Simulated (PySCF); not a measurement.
**Electron correlation in As²⁺ (arsenic, charge +2)**

[Ar] 3d10 4s2 4p1, 2P determinant. Computed with PySCF 2.14 in x2c-TZVPall (6s5p4d1f, 48 functions), with scalar relativity by spin-free X2C-1e. Frozen: [Ar] 3d10; 3 electrons correlated.

MP2 pair energies summed by pair of shells (mhartree):

```
 pair  energy  share (%)
4s-4s  -21.51       55.1
4s-4p  -17.50       44.9
```

Total MP2 correlation energy: -39.01 mhartree.

Same-spin part -2.55 and opposite-spin part -36.46 mhartree; SCS-MP2 scales them by 1/3 and 6/5 to -44.60 mhartree.

```json
{"level": "CCSD", "correlation energy (mhartree)": "-52.71"}
{"level": "(T)", "correlation energy (mhartree)": "-0.69"}
{"level": "CCSD(T)", "correlation energy (mhartree)": "-53.40"}
```

Diagnostics: T1 = 0.0082, D1 = 0.0192, largest double amplitude 0.094.

Cost of the coupled-cluster step: 0.44 s of wall time on 1 thread of Neoverse-V2 (shared host), for 3 correlated electrons.
